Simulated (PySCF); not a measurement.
HAlFI (SMILES [F][AlH][I]), singlet, geometry from GFN2-xTB (such geometries of metal compounds can be far from the true shape) (all electrons, no relativity), with bond 3-1 at 1.4 times its length; CASSCF(2,2)/STO-3G (PySCF).

Input for PySCF:
```python
from pyscf import gto, scf, mcscf
import numpy

mol = gto.Mole()
mol.atom = '''
    Al   -0.25409968   -0.95022233   -1.30043277
    F    -1.77802068   -1.42383239   -1.68657793
    H     1.22878501   -1.67802672   -2.61104066
    I     0.34906374    0.50259367    0.64757375
'''
mol.basis = 'sto-3g'
mol.verbose = 4
mol.build()

mf = scf.RHF(mol)
mf.kernel()
mc = mcscf.CASSCF(mf, 2, 2)
mc.fix_spin_(ss=0.0)
mc.kernel()
occ = numpy.linalg.eigvalsh(mc.fcisolver.make_rdm1(mc.ci, mc.ncas, mc.nelecas))[::-1]
ss = mc.fcisolver.spin_square(mc.ci, mc.ncas, mc.nelecas)[0]
print('natural occupations', occ.round(4), ' <S^2>', round(ss, 4))
```

What the program printed (banner, timings and long lists left out):

```
PySCF version 2.14.0

[INPUT] verbose = 4
[INPUT] num. atoms = 4
[INPUT] num. electrons = 76
[INPUT] charge = 0
[INPUT] spin (= nelec alpha-beta = 2S) = 0
[INPUT] symmetry False subgroup None
[INPUT] Mole.unit = angstrom
[INPUT] Symbol           X                Y                Z      unit          X                Y                Z       unit  Magmom
[INPUT]  1 Al    -0.254099680000  -0.950222330000  -1.300432770000 AA   -0.480178803540  -1.795659961146  -2.457461778710 Bohr   0.0
[INPUT]  2 F     -1.778020680000  -1.423832390000  -1.686577930000 AA   -3.359972129013  -2.690653264385  -3.187170375436 Bohr   0.0
[INPUT]  3 H      1.228785010000  -1.678026720000  -2.611040660000 AA    2.322067134871  -3.171010930502  -4.934151747504 Bohr   0.0
[INPUT]  4 I      0.349063740000   0.502593670000   0.647573750000 AA    0.659634868616   0.949764388240   1.223737032958 Bohr   0.0

nuclear repulsion = 263.314055775052
number of shells = 20
number of NR pGTOs = 126
number of NR cGTOs = 42
basis = sto-3g
ecp = {}

******** <class 'pyscf.scf.hf.RHF'> ********
method = RHF
initial guess = minao
damping factor = 0
level_shift factor = 0
DIIS = <class 'pyscf.scf.diis.CDIIS'>
diis_start_cycle = 1
diis_space = 8
diis_damp = 0
SCF conv_tol = 1e-09
SCF conv_tol_grad = None
SCF max_cycles = 50
direct_scf = True
direct_scf_tol = 1e-13
Set gradient conv threshold to 3.16228e-05
Initial guess from minao.
init E= -7165.72785392459
  HOMO = -0.434915327904822  LUMO = -0.147722349440788  gap/eV = 7.81492
cycle= 1 E= -7188.21430447763  delta_E= -22.5  |g|= 0.42  |ddm|= 2.17
  HOMO = -0.226438940460956  LUMO = 0.148467055958191  gap/eV = 10.20171
cycle= 2 E= -7188.3233744341  delta_E= -0.109  |g|= 0.116  |ddm|= 1.17
  HOMO = -0.253420762351673  LUMO = 0.206370111087248  gap/eV = 12.51155
cycle= 3 E= -7188.32992671741  delta_E= -0.00655  |g|= 0.0279  |ddm|= 0.222
  HOMO = -0.261771222532842  LUMO = 0.218496557332869  gap/eV = 13.06875
cycle= 4 E= -7188.33058573799  delta_E= -0.000659  |g|= 0.00529  |ddm|= 0.0882
  HOMO = -0.261454396543179  LUMO = 0.217586567727142  gap/eV = 13.03537
cycle= 5 E= -7188.33061516119  delta_E= -2.94e-05  |g|= 0.00138  |ddm|= 0.0191
  HOMO = -0.261339922294568  LUMO = 0.217589089399572  gap/eV = 13.03232
cycle= 6 E= -7188.33061697342  delta_E= -1.81e-06  |g|= 0.000439  |ddm|= 0.00404
  HOMO = -0.261348859655218  LUMO = 0.217620966262685  gap/eV = 13.03343
cycle= 7 E= -7188.33061718998  delta_E= -2.17e-07  |g|= 6.49e-05  |ddm|= 0.00168
  HOMO = -0.261344491024938  LUMO = 0.217614673812634  gap/eV = 13.03314
cycle= 8 E= -7188.33061719457  delta_E= -4.59e-09  |g|= 1.04e-05  |ddm|= 0.000241
  HOMO = -0.261344482955694  LUMO = 0.217614841254439  gap/eV = 13.03315
cycle= 9 E= -7188.33061719468  delta_E= -1.08e-10  |g|= 1.27e-06  |ddm|= 4.08e-05
  HOMO = -0.261344438843334  LUMO = 0.217614823561422  gap/eV = 13.03315
Extra cycle  E= -7188.33061719468  delta_E= -2.73e-12  |g|= 4.48e-07  |ddm|= 3.74e-06
converged SCF energy = -7188.33061719468

******** <class 'pyscf.mcscf.mc1step.CASSCF'> ********
CAS (1e+1e, 2o), ncore = 37, nvir = 3
max_cycle_macro = 50
max_cycle_micro = 4
conv_tol = 1e-07
conv_tol_grad = None
orbital rotation max_stepsize = 0.02
orbital rotation threshold for CI restart = 0.01
augmented hessian ah_max_cycle = 30
augmented hessian ah_conv_tol = 1e-12
augmented hessian ah_linear dependence = 1e-14
augmented hessian ah_level shift = 1e-08
augmented hessian ah_start_tol = 2.5
augmented hessian ah_start_cycle = 3
augmented hessian ah_grad_trust_region = 3
kf_trust_region = 3
kf_interval = 4
ci_response_space = 4
ci_grad_trust_region = 3
with_dep4 0
natorb = False
canonicalization = True
sorting_mo_energy = False
ao2mo_level = 2
internal_rotation = False
******** <class 'pyscf.fci.addons.SpinPenaltyFCISolver'> ********
max. cycles = 50
conv_tol = 1e-08
davidson only = True
linear dependence = 1e-12
level shift = 0.001
max iter space = 12
nroots = 1
pspace_size = 400
spin = None
CASCI E = -7188.33480568415  S^2 = 0.0000000
Set conv_tol_grad to 0.000316228
macro iter   1 ( 21 JK    4 micro), CASSCF E = -7188.35539380047  dE = -2.05881163e-02  S^2 = 0.0000000
               |grad[o]|=0.0155  |grad[c]|=0.0279  |ddm|=0.102  |maxRot[o]|=0.297
macro iter   2 ( 17 JK    4 micro), CASSCF E = -7188.36820159688  dE = -1.28077964e-02  S^2 = 0.0000000
               |grad[o]|=0.0318  |grad[c]|=0.00822  |ddm|=0.0404  |maxRot[o]|=0.199
macro iter   3 ( 16 JK    4 micro), CASSCF E = -7188.37142542336  dE = -3.22382647e-03  S^2 = 0.0000000
               |grad[o]|=0.0167  |grad[c]|=0.00511  |ddm|=0.012  |maxRot[o]|=0.131
macro iter   4 (  9 JK    3 micro), CASSCF E = -7188.37166181649  dE = -2.36393138e-04  S^2 = 0.0000000
               |grad[o]|=0.00444  |grad[c]|=0.000852  |ddm|=0.000681  |maxRot[o]|=0.0413
macro iter   5 (  5 JK    2 micro), CASSCF E = -7188.37166368279  dE = -1.86629404e-06  S^2 = 0.0000000
               |grad[o]|=0.000414  |grad[c]|=8.82e-06  |ddm|=0.000119  |maxRot[o]|=0.00339
macro iter   6 (  1 JK    1 micro), CASSCF E = -7188.37166368279  dE =  0.00000000e+00  S^2 = 0.0000000
               |grad[o]|=2.67e-05  |grad[c]|=2.89e-08  |ddm|=    0  |maxRot[o]|=    0
1-step CASSCF converged in   6 macro ( 69 JK  18 micro) steps
CASSCF canonicalization
Density matrix diagonal elements [1.87485392 0.12514608]
CASSCF energy = -7188.37166368279
CASCI E = -7188.37166368279  E(CI) = -1.16805329349882  S^2 = 0.0000000
natural occupations [1.8761 0.1239]  <S^2> 0.0
```
